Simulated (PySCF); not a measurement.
# Computed properties of Si(Cl)(OH)2(OMe) (CH₅ClO₃Si), SMILES [Si](OC)(Cl)(O)O

Si(Cl)(OH)2(OMe) (CH5ClO3Si), SMILES CO[Si](O)(O)Cl. Geometry optimised at B3LYP-D3(BJ)/def2-SVP. The values are those of a single conformer. All values are computed for the isolated molecule unless a solvent is named; none is compared with measurement here.

**Structure.** All 27 harmonic modes at B3LYP-D3(BJ)/def2-SVP (PySCF) are real, so it is a minimum. With heavy atoms numbered as in [CH3:1][O:2][Si:3]([OH:4])([OH:5])[Cl:6], the shortest bond between them is C1–O2 at 1.414 Å and the longest Si3–Cl6 at 2.083 Å.

**Vibrations.** The strongest infrared lines (harmonic, unscaled, degenerate partners summed) lie at 809 cm⁻¹ (237 km/mol, H 76 %, O 19 %), 1160 cm⁻¹ (217 km/mol, O 37 %, C 30 %, H 30 %), 802 cm⁻¹ (204 km/mol, H 51 %, O 39 %, Si 9 %). The softest mode is at 64 cm⁻¹ and the zero-point energy is 45.7 kcal/mol.

**Electronic structure.** PBE0/def2-TZVP (PySCF) places the frontier levels at -8.64 and 0.44 eV, a gap of 9.08 eV, and gives a dipole moment of 0.41 D and a mean polarisability of 55.7 bohr³. PBE/def2-TZVP (PySCF) at the same geometry gives -7.04 and -0.51 eV, so its gap is 2.55 eV narrower. An orbital gap is neither the optical nor the fundamental gap.

**Excitations.** TDA-B3LYP/def2-SVPD (PySCF) has S1 at 7.11 eV (174 nm, f = 0.004, weak); the most intense of the 10 singlets computed lies at 8.29 eV (f = 0.07). T1 (TDA) is at 6.96 eV, 0.15 eV under S1. TDA-PBE/def2-SVPD (PySCF) puts S1 at 6.21 eV. No vertical singlet excitation falls in the visible range (under 3.1 eV).

**NMR.** GIAO shifts at KT2/pcSseg-1 (PySCF) (non-relativistic, atoms alike by connectivity averaged): ¹³C at 56.7 ppm against TMS; ¹H from 2.4 to 4.1 ppm against TMS; ²⁹Si at -52.0 ppm against TMS. Without spin–orbit terms, shifts of atoms bonded to Cl or Br come out too high.
